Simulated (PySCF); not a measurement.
## NMR data sheet: C₂H₉FSi₄

| Quantity | Value |
| --- | --- |
| Formula | C2H9FSi4 |
| SMILES | F[Si@@H]1C([SiH3])=C[Si@H]1[SiH3] |
| InChI | InChI=1S/C2H9FSi4/c3-7-2(4)1-6(7)5/h1,6-7H,4-5H3/t6-,7-/m0/s1 |
| Point group of the computed structure | C1 |
| Degrees of unsaturation | 2 |
| Carbon signals | 2 |
| Proton signals | 5 |

Atom-mapped SMILES (the numbers label the heavy atoms): `[F:1][Si@@H:2]1[C:3]([SiH3:4])=[CH:5][Si@H:6]1[SiH3:7]`; H(Xn) means a hydrogen on atom n.

All values are calculated (PySCF 2.14): GFN2-xTB geometry, PBE0/pcSseg-1 with gauge-including orbitals. One conformer, non-relativistic, in vacuum, averaged over atoms made equivalent by symmetry, fast rotation or ring inversion.

Shifts are taken against calculated references (same method and geometry level): TMS for $^{1}$H (σref 31.72) and $^{13}$C (σref 186.93) and $^{29}$Si (σref 349.16); $^{19}$F (σref 170.95) vs CFCl3.

| carbon | δC, type | δH (multiplicity) | HMBC from (2–3 bonds) | span of the C tensor (ppm) |
| --- | --- | --- | --- | --- |
| C3 | 192.9, C | – | H(C5), H(Si2), H(Si6), H(Si4) | 249 |
| C5 | 187.4, CH | 8.70 (m) | H(Si2), H(Si6), H(Si4), H(Si7) | 274 |

Other nuclei:
| atoms | nucleus | environment | δ (ppm) | σ (ppm) |
| --- | --- | --- | --- | --- |
| H(Si2) | $^{1}$H | hydrogen on a silicon bonded to C, F, Si, in a 4-membered ring | 6.15 | 25.57 |
| H(Si6) | $^{1}$H | hydrogen on a silicon bonded to C, 2 Si, in a 4-membered ring | 5.49 | 26.23 |
| H(Si4) | $^{1}$H | hydrogen on a silicon bonded to C | 4.27 | 27.45 |
| H(Si7) | $^{1}$H | hydrogen on a silicon bonded to Si | 3.51 | 28.20 |
| F1 | $^{19}$F | fluorine bonded to Si | -194.2 | 365.2 |
| Si2 | $^{29}$Si | silicon bonded to C, F, Si, H, in a 4-membered ring | 22.0 | 327.1 |
| Si6 | $^{29}$Si | silicon bonded to C, 2 Si, H, in a 4-membered ring | -33.6 | 382.8 |
| Si4 | $^{29}$Si | silicon bonded to C, 3 H | -76.9 | 426.0 |
| Si7 | $^{29}$Si | silicon bonded to Si, 3 H | -118.5 | 467.7 |

Carbon types of the structure: 1 × C, 1 × CH, leaving 8 H on heteroatoms. δC 192.9: fully substituted alkene carbon. δC 187.4: alkene CH. δH 8.70: hydrogen on an alkene CH. δH 4.27: hydrogen on a silicon bonded to C. δH 3.51: hydrogen on a silicon bonded to Si.

Splittings by $^{19}$F in the carbon and heteronuclear signals aren't shown, as no couplings were computed. Shifts are as computed. Against solution values, carbons near 30 ppm lie about +3 ppm off and those near 130 ppm about +5 ppm. Of 1211 compounds with measured shifts, 218 miss one by over three times the rms of a fit or turn the order of signals round; such compounds aren't used in these exercises. Unscaled 19F shifts against computed CFCl3 carry errors that often reach 10 to 50 ppm. Multiplicities follow the n + 1 count of equivalent neighbours, as no J values were calculated; m marks all less simple cases, F and P coupling included.
